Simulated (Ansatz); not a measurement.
**Question.** Name a neutral molecule of C, O, Zn and H with HOMO energy (B3LYP/def2-TZVPP) between -7.50 and -7.20 eV and HOMO–LUMO gap (ωB97M-V/def2-TZVPP) between 10.20 and 10.50 eV (Ansatz, PBE0-D4/def2-TZVP geometry).

**Answer.** `C[O][Zn][OH]` (-7.29 eV, 10.50 eV). Other molecules can fit too; these were computed, each in one conformer that needn't be the lowest.

B3LYP here is the variant with VWN-RPA as its local correlation; programs differ in this.
